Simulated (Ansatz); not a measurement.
C2H8BFSi can be A, `CBC[SiH2]F`, or B, `B[Si](C)(C)F`.

Isolated molecules relaxed with PBE0-D4/def2-TZVP in Ansatz; ΔE leaves out vibrations. CBS: MP2 limit from def2 TZ/QZ plus the TZ coupled-cluster correction, frozen cores. Functionals use def2-TZVPP. B3LYP here is the variant with VWN-RPA as its local correlation; programs differ in this. Each species was taken in one conformer, which may not be the lowest.

Problem. Which isomer does CCSD(T)/CBS put lower? Give the gap. (Best estimate.)

Solution. Computed: A, by 12.0 kcal/mol.

Problem. Give E(B) − E(A) in kcal/mol with B2PLYP, CCSD(T)/def2-TZVPP, r2SCAN-D4, ωB97M-V, B3LYP-D4, PBE0-D4, MP2/def2-TZVPP. (Estimate.)

Solution. Computed: B2PLYP 12.7, CCSD(T)/def2-TZVPP 12.1, r2SCAN-D4 12.7, ωB97M-V 13.0, B3LYP-D4 12.2, PBE0-D4 12.2, MP2/def2-TZVPP 13.5. None reverses the order clearly.

Largest T1 diagnostic: 0.011.
